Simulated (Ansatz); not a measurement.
Ansatz results at the PBE0-D4/def2-TZVP geometry: HOMO energy (ωB97M-V/def2-TZVPP) -9.74 eV; HOMO energy (PBE/def2-TZVPP) -6.60 eV; LUMO energy (B3LYP/def2-TZVPP) -2.23 eV.

Each molecule was computed in one conformer, which needn't be the lowest.

(1) Which molecule gave them?
A. `CB[SiH2][SiH2]Cl`
B. `CB[SiH2]C`
C. `C/[C]([AlH2])=C\F`
D. `F[C@@H]1BC[Si@H]1F`

Results:

(1) A. The others give `C/[C]([AlH2])=C\F`: -9.73, -6.38, -1.77; `CB[SiH2]C`: -9.77, -6.39, -1.87; `F[C@@H]1BC[Si@H]1F`: -10.22, -6.61, -1.98.

B3LYP here is the variant with VWN-RPA as its local correlation; programs differ in this.
